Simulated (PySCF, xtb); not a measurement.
C5H6BN, SMILES C#CC1=CCB1N.

GFN2-xTB (xtb) at its own geometry gives an orbital gap of 3.52 eV and a dipole moment of 2.46 D.

Geometry: B3LYP-D3(BJ)/def2-SVP. This is a generated structure with no PubChem entry under its InChIKey; it may be hypothetical. One conformer was computed; it need not be the lowest.

Question: What does PBE/def2-TZVP (PySCF) give? (Estimate from the structure and the level; the computed values follow.)

Answer: gap 3.82 eV (levels -5.72 and -1.90 eV), dipole 1.95 D.
